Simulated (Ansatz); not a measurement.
The same path of FH + GaH3 (6 atoms, charge 0, multiplicity 1) was run twice with different band settings. Lost on the way: Ga1–H2, F5–H6. Made: H2–H6.

All numbers below come from RKS PBE/def2-SVP in Ansatz.

Relaxed end points:

```xyz
6
Properties=species:S:1:pos:R:3
Ga 0.005 0.063 0.010
H 0.011 0.246 1.625
H 1.394 0.166 -0.720
H -1.398 0.098 -0.701
F 0.065 -2.050 0.900
H 0.052 -1.434 1.639
```

```xyz
6
Properties=species:S:1:pos:R:3
Ga 0.016 -0.491 -0.367
H 0.016 0.175 2.111
H 1.436 0.141 -0.591
H -1.437 0.069 -0.572
F 0.062 -2.210 0.103
H 0.035 -0.596 2.068
```

Common settings: movable images 7; climbing image yes; spring 5.0 eV/Å²; start path through a guess of the saddle point; force threshold 0.05 eV/Å; iteration limit 60; end points relaxed.

| run | optimiser |
| --- | --- |
| 1 | quadratic models (default) |
| 2 | lbfgs |

Q: What does each run give, and how far can it be trusted?

A: Run 1: converged after 9 iterations, highest image 0.172 eV above the first end. A vibrational analysis at the climbing image gives one clearly imaginary mode, 757i cm⁻¹: a first-order saddle point.
Run 2: converged after 25 iterations, highest image 0.173 eV above the first end. Another band between the same ends (7 images) ends at a top of the same energy, where a vibrational analysis finds 1 clearly imaginary mode.
The orbitals stay closed-shell, which can raise the energy where a bond breaks towards radicals; this wasn't checked here.
